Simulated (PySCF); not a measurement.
PySCF 2.14 output of an unrestricted BP86 calculation on a single atom or ion in 6-31G* (5s4p2d1f, 34 functions), with the non-relativistic Hamiltonian (point nucleus):

```
SCF conv_tol = 1e-09
number electrons alpha = 11  beta = 10
    A. D. Becke.,  Phys. Rev. A 38, 3098 (1988)
    J. P. Perdew.,  Phys. Rev. B 33, 8822 (1986)
cycle= 1 E= -760.634652320925  delta_E= -0.00442  |g|= 0.0146  |ddm|= 0.346
cycle= 2 E= -760.634999116797  delta_E= -0.000347  |g|= 0.00414  |ddm|= 0.0731
cycle= 3 E= -760.635146440546  delta_E= -0.000147  |g|= 0.00409  |ddm|= 0.0461
cycle= 4 E= -760.635195117455  delta_E= -4.87e-05  |g|= 0.00297  |ddm|= 0.0186
cycle= 5 E= -760.635250774937  delta_E= -5.57e-05  |g|= 0.000771  |ddm|= 0.0619
cycle= 6 E= -760.635254646156  delta_E= -3.87e-06  |g|= 0.000302  |ddm|= 0.016
cycle= 7 E= -760.635255141246  delta_E= -4.95e-07  |g|= 2.59e-05  |ddm|= 0.0035
cycle= 8 E= -760.635255149502  delta_E= -8.26e-09  |g|= 2.35e-06  |ddm|= 0.000567
cycle= 9 E= -760.635255149511  delta_E= -8.87e-12  |g|= 1.34e-07  |ddm|= 1.47e-05
converged SCF energy = -760.635255149511  <S^2> = 0.86333233  2S+1 = 2.1102913
```

The run itself started from symmetry-adapted Hartree-Fock orbitals and held the occupation by maximum overlap, on a logarithmic radial grid, so the iterations belong to that start.

**Question.** Which element, charge and spin multiplicity is this?

**Answer.** Sc (scandium, neutral), multiplicity 2; the state was [Ar] 3d1 4s2, 2D determinant.

⟨S²⟩ = 0.86 against 0.75 shows spin contamination.
